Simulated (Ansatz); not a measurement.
Process, species as SMILES: O=[P] (O-P) → O atom + P atom
B3LYP-D3(BJ)/def2-TZVP geometries, fixed; electronic energies without zero-point terms.

Basis-set convergence of the atomisation energy at HF with Ansatz (a program for electronic structure). Cartesian d functions, on some or all atoms, in 6-31G**; all else is spherical. Open shells are unrestricted. No added dispersion term, no relativity. Functions are those of the species that has most. Reference: the value in pcseg-4, 62.48 kcal/mol, itself unsure by roughly 0.34 kcal/mol (its mean distance from aug-pcseg-3, aug-cc-pV(Q+d)Z, cc-pV(5+d)Z).

```json
[
 {"basis": "def2-SVP", "functions": "32", "atomisation energy (kcal/mol)": "47.07"},
 {"basis": "6-31G**", "functions": "34", "atomisation energy (kcal/mol)": "46.10"},
 {"basis": "cc-pV(D+d)Z", "functions": "37", "atomisation energy (kcal/mol)": "[?]"},
 {"basis": "aug-pcseg-1", "functions": "50", "atomisation energy (kcal/mol)": "51.57"},
 {"basis": "6-311++G(2d,2p)", "functions": "62", "atomisation energy (kcal/mol)": "[?]"},
 {"basis": "pcseg-2", "functions": "64", "atomisation energy (kcal/mol)": "58.83"},
 {"basis": "cc-pV(T+d)Z", "functions": "69", "atomisation energy (kcal/mol)": "[?]"},
 {"basis": "def2-TZVPPD", "functions": "88", "atomisation energy (kcal/mol)": "60.95"},
 {"basis": "aug-pcseg-2", "functions": "96", "atomisation energy (kcal/mol)": "[?]"},
 {"basis": "cc-pV(Q+d)Z", "functions": "119", "atomisation energy (kcal/mol)": "61.64"},
 {"basis": "pcseg-3", "functions": "124", "atomisation energy (kcal/mol)": "62.32"},
 {"basis": "def2-QZVPPD", "functions": "142", "atomisation energy (kcal/mol)": "61.85"},
 {"basis": "pcseg-4", "functions": "206", "atomisation energy (kcal/mol)": "62.48"}
]
```

Question: What belongs in the gaps?

Answer: 
- cc-pV(D+d)Z, atomisation energy (kcal/mol): 46.12
- 6-311++G(2d,2p), atomisation energy (kcal/mol): 56.21
- cc-pV(T+d)Z, atomisation energy (kcal/mol): 60.07
- aug-pcseg-2, atomisation energy (kcal/mol): 60.99
